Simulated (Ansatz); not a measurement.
Ansatz (an electronic-structure program) input (CCSD(T)/cc-pwCVTZ):
A basis named .json is the Basis Set Exchange file of that set.

Ansatz 0.2 input:
```yaml
crystal:
  periodic: [false, false, false]
  atoms:
    - {symbol: B, position_ang: [0.06851465, -0.41578008, -0.07649242]}
    - {symbol: Cl, position_ang: [-0.21456751, 1.30209956, 0.23955152]}
    - {symbol: O, position_ang: [1.36495875, -0.81329309, -0.18437089]}
    - {symbol: O, position_ang: [-1.03192754, -1.20770161, -0.18743813]}
    - {symbol: H, position_ang: [1.50716200, -1.74913713, -0.35620216]}
    - {symbol: H, position_ang: [-0.86633733, -2.13969732, -0.35923947]}
basis:
  gaussian:
    orbitals: cc-pwCVTZ.json
magnetization: {spin_polarized: false}
correlation: {method: ccsd_t, electrons: outside_noble_gas}
```

End of the output:

```
integrals: 1.00 GiB planned
1296 factors; integrals over basis functions are off by at most 1.1e-3 eV
mean field: 0.90 GiB planned
mean field evaluation 1: about -17284.4106 eV, gradient 4.4e1 eV
mean field evaluation 2: about -17284.6586 eV, gradient 4.4e1 eV
mean field evaluation 4: about -17288.0179 eV, gradient 2.7e0 eV
mean field evaluation 8: about -17288.0609 eV, gradient 2.1e-1 eV
mean field evaluation 16: about -17284.4115 eV, gradient 4.4e1 eV
mean field -17288.06110389 eV, -635.3245272993 hartree, gradient 6.8e-6 eV, S^2 0.000000; 0 other end points of the search recorded, 0 dependent functions left out
8 core orbitals not correlated
reference -17288.06110389 eV, -635.3245272993 hartree; 12, 12 occupied and 196, 196 virtual orbitals, 1296 factors
second order -21.22577548 eV of doubles, -0.00000000 eV of singles
coupled cluster: 1.70 GiB planned
cycle   1  -21.22220331 eV  change    3.6e-3 eV  update   8.7e-2
cycle   2  -21.65937992 eV  change   -4.4e-1 eV  update   2.4e-2
cycle   3  -21.75128570 eV  change   -9.2e-2 eV  update   1.2e-2
cycle   4  -21.73561346 eV  change    1.6e-2 eV  update   2.8e-3
cycle   5  -21.73593312 eV  change   -3.2e-4 eV  update   1.2e-3
cycle   6  -21.73608502 eV  change   -1.5e-4 eV  update   2.8e-4
cycle   7  -21.73585949 eV  change    2.3e-4 eV  update   9.8e-5
cycle   8  -21.73585898 eV  change    5.1e-7 eV  update   2.6e-5
perturbative correction -0.85610571 eV, -0.0314613045 hartree
Total energy: -17310.65306858 eV, -636.1547666881 hartree
```
